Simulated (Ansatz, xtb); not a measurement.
# A geometry optimisation of ClF2Si2+ with r2SCAN-D4/def2-SVP

The starting geometry of this gas-phase singlet has its atoms placed at random.

```xyz
5

Cl    0.9313    1.2114    0.4070
F     0.1440   -0.0046    0.9579
F     0.1169   -1.0924   -1.4310
Si    1.6432   -0.7086    0.3001
Si   -1.3693   -0.2998   -0.6301
```

Problem. One run relaxed it with r2SCAN-D4/def2-SVP. What is a likely outcome?

Solution. It ends as a structure with F2 bridging Si4 and Si5, given below by its coordinates. Distances that change by over a tenth: F3–Si5 (1.87 → 1.60 Å). Contacts that open: Cl1–F2 (1.55 → 2.90 Å). Contacts that close: F2–Si5 (2.21 → 1.85 Å).

The energy falls by 10.39 eV over 24 steps:

```tsv
step	E − E(last) (eV)
1	10.394
4	1.395
6	0.271
9	0.135
11	0.088
14	0.042
16	0.015
19	0.001
21	0.000
24	0.000
```

Final geometry (Å):

```xyz
5

Cl    1.8205    1.6941    0.2630
F     0.0478   -0.5839    0.5343
F    -0.7342   -0.9325   -1.8032
Si    1.8480   -0.1914    1.0161
Si   -1.5160   -0.8802   -0.4063
```

From the same start GFN2-xTB ends elsewhere, in pieces: ClSi + F2Si.

From so rough a start the end depends on the optimiser's path, so another program may land elsewhere. No frequencies were run, so the end isn't proven a minimum. Run with Ansatz 0.2.0, 2.6 min on 1 thread of AMD EPYC (Zen 3) (shared host).
